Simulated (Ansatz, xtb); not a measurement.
# Two isomers of C3H6N2SSi

We compare a, `[SiH3]c1cnn(S)c1`, a singlet, with b, `[SiH3]n1cc(S)cn1`, a singlet. Both are isolated molecules in the gas phase, relaxed with r2SCAN-D4/def2-SVP; the shapes shown needn't be the lowest conformers.

a (Å):

```xyz
13

C    -0.0128    0.7177   -0.9502
C     0.7245    1.8016   -1.5205
C     0.4109    0.7148    0.3722
N     1.5230    2.4013   -0.6483
N     1.3166    1.7307    0.5050
S     2.1881    2.1222    1.9293
Si   -1.2435   -0.4338   -1.7428
H    -1.7459   -1.3842   -0.7062
H    -0.6175   -1.2127   -2.8541
H    -2.4005    0.3235   -2.3098
H     0.6972    2.1645   -2.5501
H     1.4068    3.1663    2.3070
H     0.1497    0.0870    1.2231
```

b (Å):

```xyz
13

C     0.0815    1.7744   -0.4561
C     1.3041    1.8482    0.1927
C     1.7705    0.5044    0.2187
N    -0.1205    0.4535   -0.7747
N     0.9104   -0.3217   -0.3630
S     2.1644    3.2306    0.8603
Si   -1.4659   -0.3658   -1.6060
H    -2.4323    0.7166   -1.9408
H    -2.0809   -1.3626   -0.6913
H    -0.9593   -1.0261   -2.8370
H    -0.6451    2.5455   -0.7089
H     1.2282    4.1516    0.5471
H     2.7008    0.1228    0.6421
```

Quicker runs give these differences E(b) − E(a): GFN2-xTB −26.0 kcal/mol; HF/STO-3G −21.8 kcal/mol (at GFN2-xTB geometries); r2SCAN-D4/def2-SVP//GFN2-xTB −22.6 kcal/mol.

Task: Estimate E(b) − E(a) at the level CCSD(T)/def2-SVP + ΔMP2/def2-TZVPP.

Result: Calculated at CCSD(T)/def2-SVP + ΔMP2/def2-TZVPP: E(b) − E(a) = −20.6 kcal/mol, so structure b lies lower.

Level by level:

| level | geometry | E(b) − E(a) (kcal/mol) | departure from the last row (kcal/mol) | job, with rough time for the two |
| --- | --- | --- | --- | --- |
| GFN2-xTB | GFN2-xTB | −26.0 | −5.4 | optimisation, 0.16 s |
| HF/STO-3G | GFN2-xTB | −21.8 | −1.2 | single point, 0.4 s |
| r2SCAN-D4/def2-SVP//GFN2-xTB | GFN2-xTB | −22.6 | −2.0 | single point, 3.5 s |
| r2SCAN-D4/def2-SVP | r2SCAN-D4/def2-SVP | −20.2 | +0.4 | optimisation, 1.7 min |
| HF/def2-SVP | r2SCAN-D4/def2-SVP | −20.1 | +0.5 | part of the CCSD(T) run |
| MP2/def2-SVP | r2SCAN-D4/def2-SVP | −21.4 | −0.8 | part of the CCSD(T) run |
| CCSD(T)/def2-SVP | r2SCAN-D4/def2-SVP | −20.0 | +0.6 | single point |
| CCSD(T)/def2-SVP + ΔMP2/def2-TZVPP | r2SCAN-D4/def2-SVP | −20.6 |  | single point, 43 s |

As drawn, b has 1 N–Si, 1 C–S in place of 1 C–Si, 1 N–S.

The levels shown agree on the order. The largest departure from CCSD(T)/def2-SVP + ΔMP2/def2-TZVPP is that of GFN2-xTB, 5.4 kcal/mol. A small imaginary or near-zero mode remains, so no thermal terms are given. The last row adds to CCSD(T) the change of the MP2 difference between the two basis sets, here −0.6 kcal/mol.

The correlated steps freeze 15 core orbitals. Codes used: Ansatz 0.2.0, xtb 6.7.1; the last row on 2 threads of Intel(R) Xeon(R) 6975P-C (Granite Rapids) on a shared host.
